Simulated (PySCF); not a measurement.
Basis and Hamiltonian dependence of the excitation energy of Cu²⁺

Cu²⁺ [Ar] 3d9 (2D) → Cu²⁺ [Ar] 3d8 4s1 (4F). Calculated with PySCF 2.14 from differences of total energies of unrestricted determinants, without spin-orbit coupling. Values in eV.

```tsv
basis	Hamiltonian	functions	UHF	LDA	PBE0	MP2 (valence)	CCSD(T) (valence)	CCSD(T) (valence and next inner shell)
aug-cc-pVDZ-DK	spin-free X2C	59	5.956	7.703	7.215	7.776	7.380	n/a
ANO-RCC-VTZP	spin-free X2C	59	6.390	8.626	7.961	8.450	8.061	8.143
def2-TZVPPD	non-relativistic	67	6.957	9.197	8.543	8.960	8.592	8.686
aug-cc-pwCVDZ-PP with ECP10MDF	ECP	70	5.803	7.745	7.142	7.789	7.404	7.390
aug-cc-pVTZ-PP with ECP10MDF	ECP	88	5.770	7.649	7.057	7.770	7.376	n/a
aug-cc-pVTZ-DK	spin-free X2C	93	5.762	7.746	7.152	7.721	7.326	n/a
dyall-av2z	non-relativistic	101	6.485	8.587	7.975	8.317	7.954	n/a
x2c-QZVPPall	spin-free X2C	108	5.802	7.843	7.243	7.801	n/a	n/a
aug-cc-pVTZ-PP with one added diffuse shell each of s, p, d, f, g type with ECP10MDF	ECP	113	5.769	7.645	7.054	7.766	n/a	n/a
aug-cc-pwCVTZ-PP with ECP10MDF	ECP	122	5.741	7.600	7.016	7.782	n/a	n/a
aug-cc-pwCVTZ-DK	spin-free X2C	127	5.750	7.742	7.152	7.753	n/a	n/a
aug-cc-pVQZ-PP with ECP10MDF	ECP	135	5.745	7.600	7.015	7.815	n/a	n/a
aug-cc-pwCVTZ-DK with one added diffuse shell each of s, p, d, f, g type	spin-free X2C	152	5.750	7.742	7.153	7.753	n/a	n/a
```

Problem. Estimate the row for x2c-TZVPPall with one added diffuse shell each of s, p, d, f type (spin-free X2C, 80 functions).

Solution. From the rows with the same Hamiltonian and similar size; the calculation gives UHF 6.17; LDA 8.34; PBE0 7.71; MP2 (valence) 8.14; CCSD(T) (valence) 7.76; CCSD(T) (valence and next inner shell) 7.86 (eV).

Frozen in the all-electron rows: valence: [Ar]; valence and next inner shell: [Ne]; with a core potential, the same shells as far as they lie outside it.

At UHF, ANO-RCC-VTZP, x2c-TZVPPall with one added diffuse shell each of s, p, d, f type lie more than 0.3 eV from the median of the rows with comparable relativity. Of these, ANO-RCC-VTZP has no diffuse functions of the l that the added or promoted electron needs.

Non-relativistic rows lack the scalar-relativistic shift.
